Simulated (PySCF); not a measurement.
System: sum formula H2SiOF3, charge 1, multiplicity 1. It need not be the lowest isomer of its formula. 
Structure (B3LYP-D3(BJ)/def2-TZVP (Ansatz) minimum search):
```xyz
7

Si    -0.1742     0.0173     0.0739
F     -0.0960    -0.7178     1.4282
F     -0.3929     1.5394     0.2003
F     -0.9736    -0.6940    -1.0403
O      1.4607    -0.1290    -0.5903
H      2.2710     0.2094    -0.1642
H      1.6450    -0.5683    -1.4425
```
Charge +1, spin multiplicity 1.

Dispersion corrections to the total energy (kcal/mol) from the dftd3 and dftd4 libraries through PySCF: D3(BJ) without and D4 with the three-body term, each with the damping fitted for the functional named.

```tsv
functional	D3(BJ)	D4
PBE	-2.39	-2.44
B3LYP	-4.24	-3.97
BLYP	-5.19	?
B2GP-PLYP	-1.63	-0.99
CAM-B3LYP	?	-2.02
HSE06	-1.51	-1.87
BHLYP	?	-2.88
```

### Question
Complete the blanks.

### Answer

- BLYP, D4: -5.56
- CAM-B3LYP, D3(BJ): -1.82
- BHLYP, D3(BJ): -3.36
